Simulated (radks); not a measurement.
Polarisability of the iron ion Fe8+, [Ar], at imaginary frequency. Calculated with a radial shooting solver on a logarithmic mesh with Libxc functionals: scalar-relativistic Kohn-Sham, exchange-only LDA, spin-polarised, spherical densities, finite nucleus; Fermi nuclear charge, rms radius 3.7377 fm. Response by self-consistent Sternheimer equations with the Hartree and adiabatic exchange-only LDA kernel, the relativistic mass of each level held fixed and spin-orbit coupling left out.

w (hartree)  alpha1(iw) (bohr^3)  alpha2(iw) (bohr^5)
0.00266                   0.4956               0.3110
0.0143                    0.4955               0.3109
0.0360                    0.4955               0.3109
0.0697                    0.4953               0.3109
0.118                     0.4947               0.3108
0.186                     0.4935               0.3105
0.280                     0.4908               0.3099
0.413                     0.4854               0.3087
0.605                     0.4743               0.3062
0.892                     0.4518               0.3009
1.35                      0.4071               0.2892
2.12                      0.3260               0.2635
3.59                      0.2084               0.2093
6.94                     0.09380               0.1179
17.5                     0.02494              0.03015

Static values: alpha1 = 0.4956 bohr^3 (0.07343 angstrom^3; uncoupled 0.7944), alpha2 = 0.3110 bohr^5, alpha3 = 0.4320 bohr^7. C6 = 0.5715, C8 = 2.282, triple-dipole C9 = 0.2043 atomic units. One-pole (London) frequency 4 C6 / (3 alpha1^2) = 3.103 hartree, against 8.019 for minus the highest occupied eigenvalue.
